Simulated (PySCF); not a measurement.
BH₃N, charge +1, multiplicity 1. Atoms are numbered in the order given.

```xyz
5

B      0.0000     0.0000     0.7861
N      0.0000     0.0000    -0.5289
H      0.0000     0.0000     1.9563
H      0.0000    -0.8529    -1.0922
H      0.0000     0.8529    -1.0922
```
Charge +1, spin multiplicity 1.

Coordinates come from a TPSSh-D3(BJ)/def2-TZVP optimisation. The multiplicity is an assumed one; other spin states were not compared. The isomer is the one that the SMILES or the coordinates give; other isomers of the formula were not compared.

All values below come from ωB97X/def2-TZVPD (PySCF).

Gas-phase values at a fixed geometry.

Computed frontier levels, gap, dipole moment and polarisability:
```yaml
highest_occupied_level: -19.43 eV
lowest_empty_level: -6.27 eV
orbital_gap: 13.16 eV
dipole_moment_about_the_centre_of_nuclear_charge: 0.54 D
mean_static_polarisability: 17.3 bohr³ (2.56 Å³)
polarisability_principal_values: 14.0, 15.1, 22.6 bohr³
```
